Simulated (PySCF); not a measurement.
C3H5O2, SMILES CCO[C]=O, multiplicity 2.

Geometry: PBE0-D3(BJ)/def2-SVP. The isomer is the one that the SMILES or the coordinates give; other isomers of the formula were not compared. Other conformers were not sampled.

The numbers are results of PBE0-D3(BJ)/def2-SVP run with PySCF, not measurements.

Harmonic, unscaled wavenumbers; measured fundamentals usually lie a few per cent lower.

Computed harmonic wavenumbers and intensities:
| mode | ν (cm⁻¹) | IR (km/mol) | moving atoms (share of kinetic energy) |
|---|---|---|---|
| 1 | 75 | 0.4 | O 40 %, C 33 %, H 27 % |
| 2 | 226 | 3.0 | H 66 %, O 24 %, C 10 % |
| 3 | 288 | 2.3 | C 43 %, H 42 %, O 15 % |
| 4 | 335 | 3.3 | C 52 %, O 24 %, H 23 % |
| 5 | 470 | 7.3 | O 46 %, C 37 %, H 17 % |
| 6 | 759 | 2.6 | H 38 %, O 37 %, C 25 % |
| 7 | 820 | 2.1 | H 59 %, C 30 %, O 11 % |
| 8 | 853 | 16.1 | O 42 %, H 32 %, C 26 % |
| 9 | 1032 | 32.9 | C 55 %, H 38 % |
| 10 | 1119 | 10.3 | C 56 %, H 42 % |
| 11 | 1174 | 10.9 | H 52 %, C 43 % |
| 12 | 1228 | 191.5 | C 44 %, O 40 %, H 16 % |
| 13 | 1314 | 21.1 | H 86 %, O 8 % |
| 14 | 1374 | 1.9 | H 78 %, C 18 % |
| 15 | 1412 | 15.0 | H 71 %, C 26 % |
| 16 | 1456 | 10.2 | H 97 % |
| 17 | 1470 | 1.2 | H 91 %, C 9 % |
| 18 | 1480 | 8.5 | H 94 % |
| 19 | 1925 | 325.8 | C 62 %, O 38 % |
| 20 | 3067 | 6.4 | H 97 % |
| 21 | 3097 | 16.5 | H 94 % |
| 22 | 3166 | 1.6 | H 90 %, C 10 % |
| 23 | 3167 | 7.4 | H 91 %, C 9 % |
| 24 | 3185 | 11.3 | H 90 %, C 10 % |
